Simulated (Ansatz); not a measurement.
Pulling on the B1–H3 bond in aminoborane (SMILES BN) (multiplicity 1 held, fragments rigid). Energies count from the point at 1.193 Å.
Geometry at that point (charge 0, multiplicity 1):
```xyz
6

B     -0.776     0.045    -0.003
N      0.609    -0.035     0.002
H     -1.414    -0.963    -0.031
H     -1.294     1.119     0.020
H      1.210     0.773     0.025
H      1.113    -0.907    -0.016
```

Signs of static correlation in cc-pVDZ, with CASSCF(2,2), from Ansatz (a quantum-chemistry and plane-wave program) runs.

```
R (Å)  T1 of restricted CCSD  ⟨S²⟩ of UHF  largest double amplitude of restricted CCSD  weight of the CASSCF reference in MRCISD  CASSCF natural occupations
-----  ---------------------  -----------  -------------------------------------------  ----------------------------------------  --------------------------
0.954                  0.014        0.000                                        0.061                                     0.916                   1.99 0.01
1.074                  0.014        0.000                                        0.060                                     0.916                   1.99 0.01
1.193                  0.014        0.000                                        0.060                                     0.916                   1.98 0.02
1.312                  0.014        0.000                                        0.061                                     0.916                   1.98 0.02
1.431                  0.015        0.000                                        0.061                                     0.916                   1.97 0.03
1.610                  0.015        0.000                                        0.077                                     0.917                   1.95 0.05
1.789                  0.017        0.000                                          ___                                     0.917                   1.93 0.07
2.088                  0.022        0.376                                        0.202                                     0.917                   1.86 0.14
2.386                  0.030        0.714                                        0.292                                     0.917                   1.76 0.24
2.744                    ___        0.890                                        0.420                                     0.918                   1.60 0.40
3.221                  0.072        0.973                                        0.612                                     0.918                   1.37 0.63
3.817                  0.098        1.000                                        0.826                                     0.918                   1.18 0.82
```

Fill in the missing entries.


- 1.789, largest double amplitude of restricted CCSD: 0.116
- 2.744, T1 of restricted CCSD: 0.046

Doubts at one or more of the structures used: a restricted determinant that unrestricted orbitals would lower (R-CCSD(T)/cc-pVDZ); other coupled-cluster roots lie near (R-CCSD(T)/cc-pVDZ); T1 above 0.05 (R-CCSD(T)/cc-pVDZ, U-CCSD(T)/cc-pVDZ); a spin-contaminated determinant (U-CCSD(T)/cc-pVDZ).
